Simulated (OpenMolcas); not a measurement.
A calculation on Se²⁺.

```yaml
Program: OpenMolcas 26.06
Method: CASSCF
Basis: ANO-RCC-VTZP [6s5p3d1f]
Scalar_Hamiltonian: DKH2, point nucleus
Active_space: 4 electrons in 8 orbitals (4s 4p 5s 5p)
State_averaging: 2S+1 = 3 even, 3 roots; 2S+1 = 1 even, 9 roots; 2S+1 = 5 odd, 1 root; 2S+1 = 3 odd, 9 roots; 2S+1 = 1 odd, 8 roots
Spin-orbit_coupling: RASSI with atomic mean-field integrals over the reference wave functions, term energies averaged over their components
```

(1) Which level of the active space comes out lowest?

(2) How high does 4s2 4p2 1D2 lie?

(3) How high does 4s 4p3 3D* 3 lie?

(4) How high does 4s 4p3 3D* 2 lie?

(5) The level at 111473 cm-1 has J = 2. What is it made of, and what is its g factor?

Measured values: Moore, Atomic Energy Levels, vol. II, NSRDS-NBS 35 (1971 reprint of NBS Circular 467, 1952).

Answers

(1) 4s2 4p2 3P0, with 99 % of that term; it is also the measured ground level.

(2) 16511 cm-1 above the lowest level; measured 13032 cm-1 above the ground level, so the calculation is off by +27 %.

(3) 99227 cm-1 above the lowest level.

(4) 98698 cm-1 above the lowest level; measured 92723 cm-1 above the ground level, so the calculation is off by +6 %.

(5) 97 % 4s 4p3 3P* 2, 2 % 4s 4p3 3D*; g = 1.493, against 1.501 from Landé's formula for the pure leading term.

The run also gave levels led by 4s2 4p 5p, which use shells meant for correlation; these and all levels above them are left out. Terms of s pⁿ other than that of highest spin mix with s² pⁿ⁻² d, which this space lacks; all of them can be thousands of cm-1 off, and some have no real level of that name. Measured partners are found by configuration, term and J. A level has none where our copy of the source lacks it or the pairing is in doubt (some pairs that miss far off the trend of their configuration count as doubtful), and it then counts in no deviation. Only configurations of the active space appear.

* marks odd parity.
